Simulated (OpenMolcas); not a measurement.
# Ti3+, Zr3+, Hf3+: d down the group

* Program: OpenMolcas 26.06
* Method: SS-RASPT2, IPEA 0.25 Eh, imaginary shift 0.1 Eh
* Basis: ANO-R2
* Scalar Hamiltonian: X2C, finite nucleus
* Spin-orbit coupling: state interaction with AMFI integrals over the reference wave functions, term energies averaged over their components

Active space for each ion: 7 electrons in 8 orbitals (RAS1 p, at most 2 holes; RAS2 d); closed shells correlated by CASPT2: Ti3+ 3s; Zr3+ 4s; Hf3+ 5s.

Computed levels in cm-1 above ²D_3/2:

| Level | Ti3+ | Zr3+ | Hf3+ |
| --- | --- | --- | --- |
| ²D_5/2 | 402 | 1493 | 6525 |
| weight of ²D in the lowest level (%) | 100 | 100 | 100 |

Measured, with the error of the calculation in %. Measured levels: Ti3+ from Corliss and Sugar, J. Phys. Chem. Ref. Data 8, 1 (1979); Zr3+ from the list in Rauch et al., Astron. Astrophys. 599, A142 (2017).

```json
{"Level": "²D_5/2", "Ti3+": "382 (+5.2)", "Zr3+": "1251 (+19.4)"}
```

The fine-structure level ²D_5/2 changes by a factor of 16.2 from Ti3+ to Hf3+.

Active for correlation alone: 3p; no level in the range computed is led by a configuration that opens it, so any true level of that kind is missing (holds for Ti3+). Active for correlation alone: 4p; no level in the range computed is led by a configuration that opens it, so any true level of that kind is missing (holds for Zr3+). Active for correlation alone: 5p; no level in the range computed is led by a configuration that opens it, so any true level of that kind is missing (holds for Hf3+). Computed and measured levels are paired by configuration, term and J; levels that our copy of the source lacks, or whose pairing is in doubt (as where it misses far off the trend of its configuration), stay unpaired and out of the deviations. Levels of configurations outside the active space are missing.
